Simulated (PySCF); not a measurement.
C2H6F2Si, SMILES C[Si@H](F)CF. Atoms are numbered in the order given.

```xyz
11

C      1.9463    -0.5565    -0.6552
Si     0.3853     0.3490    -0.1965
F      0.5606     0.9550     1.3075
C     -1.0851    -0.8367    -0.1864
F     -2.2710    -0.1557    -0.0096
H      2.8174     0.1124    -0.5818
H      1.8957    -0.9329    -1.6892
H      2.1203    -1.4129     0.0148
H      0.0981     1.4953    -1.1019
H     -1.1274    -1.3968    -1.1400
H     -0.9724    -1.5867     0.6184
```
Charge 0, spin multiplicity 1.

Geometry: PBE0-D3(BJ)/def2-SVP. The structure was generated by enumeration; whether it is a known compound was not checked. Other conformers were not sampled.

Level of theory: PBE/pcSseg-1 run with PySCF.

GIAO shieldings, no solvent; atoms listed in one row are averaged. δ = σ(ref) − σ: ¹³C against TMS (σ = 182.0 ppm); ²⁹Si against TMS (σ = 335.4 ppm); ¹⁹F against CFCl3 (σ = 133.6 ppm); ¹H against TMS (σ = 31.49 ppm), references at their B3LYP-D3(BJ)/def2-TZVP geometries, non-relativistic.

```json
[
 {"nucleus": "¹³C", "atoms": "C4", "count": "1", "δ (ppm)": "84.0"},
 {"nucleus": "¹³C", "atoms": "C1", "count": "1", "δ (ppm)": "-2.6"},
 {"nucleus": "²⁹Si", "atoms": "Si2", "count": "1", "δ (ppm)": "24.5"},
 {"nucleus": "¹⁹F", "atoms": "F3", "count": "1", "δ (ppm)": "-233.1"},
 {"nucleus": "¹⁹F", "atoms": "F5", "count": "1", "δ (ppm)": "-329.4"},
 {"nucleus": "¹H", "atoms": "H9", "count": "1", "δ (ppm)": "5.78"},
 {"nucleus": "¹H", "atoms": "H11", "count": "1", "δ (ppm)": "5.04"},
 {"nucleus": "¹H", "atoms": "H10", "count": "1", "δ (ppm)": "4.61"},
 {"nucleus": "¹H", "atoms": "H6, H7, H8", "count": "3", "δ (ppm)": "0.47"}
]
```
